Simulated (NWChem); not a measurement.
Species: GeClF, singlet; SMILES [F][Ge][Cl]

```xyz
3

Ge     0.4273     0.5018     0.0000
F     -1.1543     1.3010     0.0000
Cl    -0.2317    -1.6113     0.0000
```
Atoms are numbered in this order, from 1.

Computed with NWChem. Low-valent species are run as closed-shell singlets; no triplet was tried in these runs. All runs use the structure optimised with PBE-D3(BJ)/def2-SVP. Vzz is the largest principal value of the second derivative of the potential at the nucleus (NWChem prints the opposite sign); η is the asymmetry. Non-relativistic.

Task: Order these runs by computing time, cheapest first, and give rough ratios: PBE/cc-pVTZ; CAM-B3LYP/def2-SVP; PBE/def2-TZVP.

Result: CAM-B3LYP/def2-SVP (1), PBE/def2-TZVP (5), PBE/cc-pVTZ (30). Ratios are rough, from one shared machine; the cheapest took around 11 core-seconds (rough). What differs between the cheapest and the dearest: Vzz Ge1 (a.u.) 2.375 → 2.434; η Ge1 0.76 → 0.58; Vzz Cl3 (a.u.) 1.452 → 1.310; η Cl3 0.62 → 0.74.
